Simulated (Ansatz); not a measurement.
**Question.** Name a neutral molecule of C, Cl, N, Si and H with size of the dipole moment (B3LYP/def2-TZVPP) between 2.50 and 2.80 D and LUMO energy (PBE/def2-TZVPP) between -2.35 and -2.05 eV (Ansatz, PBE0-D4/def2-TZVP geometry).

**Answer.** `N=C(Cl)[SiH2][SiH3]` (2.67 D, -2.27 eV); `C[Si]1(Cl)CC1=N` (2.63 D, -2.25 eV). Other molecules can fit too; these were computed, each in one conformer that needn't be the lowest.

B3LYP here is the variant with VWN-RPA as its local correlation; programs differ in this.
